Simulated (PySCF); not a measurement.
## Rotational lines of CaAl⁺

Lines J+1 ← J of the vibrational ground state, computed from RHF-CCSD(T) constants of CaAl⁺, ¹Σ⁺ (singlet), closed shell (Ca 6-31G(d,p), Al 6-31G(d,p); no relativity (PySCF 2.14); masses 39.9626 and 26.9815 u), in MHz:

| J | ν (MHz) |
| --- | --- |
| 5 | 30592.1 |
| 6 | 35689.7 |
| 7 | 40786.8 |
| 8 | 45883.3 |
| 9 | 50979.2 |

Question: Find B0 and the effective bond length r0; with αe = 0.000594 cm⁻¹, find Re.

Answer: ν = 2B0(J+1) − 4D(J+1)³ gives B0 = 0.085044 cm⁻¹. With the reduced mass μred = 16.107 u, r0 = √(16.8576/(μred·B0)) (u, cm⁻¹, Å) = 3.5081 Å. Be = B0 + αe/2 = 0.085341 cm⁻¹ gives Re = 3.502 Å.

Correlated steps freeze 10 core orbitals. Correlated levels converge slowly with the basis: in double zeta they bind strong bonds too weakly, by up to about 1 eV, and carry superposition errors of some tenths. For an ion De counts to the pair picked by the measured ionisation energies or electron affinities, which need not be the lowest pair at this level.
